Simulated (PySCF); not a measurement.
# Continuum solvent and chemical shifts

Mapped SMILES: `[CH3:1][O:2][CH2:3][B:4]1[O:5][BH:6][O:7][BH:8][O:9]1` (H(Xn): hydrogen on atom n).

GIAO PBE0/pcSseg-1 in PySCF 2.14 on one PBE0-D3(BJ)/def2-SVP conformer, non-relativistic, equivalent nuclei averaged. Solvents enter as an IEF-PCM continuum (chloroform with ε = 4.7, acetone with ε = 20.5) around the gas-phase geometry. Shifts are referred to TMS, BF3·OEt2 computed in the same medium.

Gas phase, δ in ppm: C3 60.5, C1 59.9, B4 32.5, B6/B8 26.6, H(B6)/H(B8) 4.61, H(C3) 3.37, H(C1) 3.31. Dipole moment 1.11 D.

Task: How does each δ change in the continuum?

Result: 
| atoms | environment | Δδ, chloroform | Δδ, acetone |
| --- | --- | --- | --- |
| C3 | sp3 CH2 bonded to B and O | +0.5 | +0.7 |
| C1 | methyl carbon bonded to O | +0.6 | +0.8 |
| B4 | boron bonded to C, 2 O, in a 6-membered ring | +0.4 | +0.5 |
| B6/B8 | boron bonded to 2 O, H, in a 6-membered ring | +0.3 | +0.4 |
| H(B6)/H(B8) | hydrogen on a boron bonded to 2 O, in a 6-membered ring | -0.03 | -0.04 |
| H(C3) | hydrogen on an sp3 CH2 bonded to B and O | +0.13 | +0.17 |
| H(C1) | hydrogen on a methyl carbon bonded to O | +0.07 | +0.10 |

Changes are relative to the gas phase. The dipole moment becomes 1.35 D in chloroform, 1.47 D in acetone.

Task: Which of the listed nuclei move most (in ppm), and what does the model miss? (N and O are left out, as their reference compounds move with the solvent too.)

Result: C1 (methyl carbon bonded to O, +0.8 ppm) in acetone. A continuum only polarises the solute; specific hydrogen bonds, the anisotropy of aromatic solvents and changes of geometry or conformer are outside it.
